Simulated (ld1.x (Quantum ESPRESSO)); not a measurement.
# Pseudopotential generation for Ga (Z = 31): PAW, BP86, scalar-relativistic.

gallium, PAW, made with ld1.x (Quantum ESPRESSO) 7.5 (BP86, scalar-relativistic). Core [Ne], reference 3s2 3p6 3d10 4s2 4p0 (charge +1). Waves: 3s (bound): rcut 0.85, rcutus 0.90 bohr; 4s (bound): rcut 0.85, rcutus 0.90 bohr; 3p (bound): rcut 0.95, rcutus 1.00 bohr; 4p (bound, empty): rcut 0.95, rcutus 1.00 bohr; 3d (bound): rcut 0.75, rcutus 1.00 bohr; 3d channel at -1.6 Ry: rcut 0.75, rcutus 1.00 bohr; 4f channel at -0.15 Ry: rcut 0.70, rcutus 0.95 bohr; 4f channel at 0.95 Ry: rcut 0.70, rcutus 0.95 bohr. Local part: all-electron potential smoothed inside 0.95 bohr (lloc = -1). Core correction: Bessel-smoothed model core inside 0.85 bohr. Augmentation charge: PSQ, radius 0.60 bohr.

**Question.** Is a potential produced?

**Answer.** No. ld1.x (Quantum ESPRESSO) 7.5 stopped with "compute_chi: chi too large beyond r_c": the function χ = (ε − T − V_loc)φ does not vanish beyond the cutoff radius.
